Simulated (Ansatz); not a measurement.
Relaxation of CH₆BFO (10 atoms, charge 0, multiplicity 1), to a largest force component of 0.03 eV/Å in at most 50 steps.

Theory: RKS LDA/def2-SVP (Ansatz 0.2.0).

```xyz
10
Properties=species:S:1:pos:R:3
B -0.046 -0.432 -0.445
C 0.024 -0.171 2.344
H -1.064 -0.131 2.551
H 0.590 -0.284 3.291
H 0.327 0.772 1.850
H 0.991 0.182 -0.577
F -1.211 0.198 -0.436
O -0.020 -1.803 -0.381
H -0.929 -2.162 -0.306
H 0.234 -1.037 1.682
```

Where does it end, and by what steps?

It converged. The force dipped under the threshold on the way, but the program's further checks kept it going. After 18 steps the energy has fallen by 0.066 eV; H5 moved furthest, 0.58 Å.

| step | energy less start (eV) | largest force component (eV/Å) | accepted |
| --- | --- | --- | --- |
| 0 | 0.0000 | 1.136 | yes |
| 1 | -0.0478 | 0.639 | yes |
| 2 | -0.0546 | 0.200 | yes |
| 3 | -0.0549 | 0.190 | yes |
| 4 | -0.0573 | 0.138 | yes |
| 5 | -0.0577 | 0.124 | yes |
| 6 | -0.0599 | 0.023 | yes |
| 7 | -0.0593 | 0.240 | no |
| 8 | -0.0609 | 0.019 | yes |
| 9 | -0.0613 | 0.168 | yes |
| 10 | -0.0627 | 0.069 | yes |
| 11 | -0.0608 | 0.266 | no |
| 12 | -0.0636 | 0.027 | yes |
| 13 | -0.0643 | 0.114 | yes |
| 14 | -0.0650 | 0.064 | yes |
| 15 | -0.0660 | 0.062 | yes |
| 16 | -0.0648 | 0.306 | no |
| 17 | -0.0641 | 0.199 | no |
| 18 | -0.0665 | 0.018 | yes |

```xyz
10
Properties=species:S:1:pos:R:3
B -0.182 -0.442 -0.536
C 0.101 -0.149 2.429
H -0.919 0.178 2.150
H 0.170 -0.284 3.526
H 0.830 0.620 2.105
H 0.745 0.317 -0.736
F -1.406 0.037 -0.339
O 0.022 -1.767 -0.557
H -0.801 -2.270 -0.392
H 0.337 -1.106 1.922
```

Whether the end is a true minimum wasn't checked by a vibrational analysis.

Time of the run: 16 s on 2 threads of Arm Neoverse V2, with other jobs on the host, peak memory 0.14 GiB.
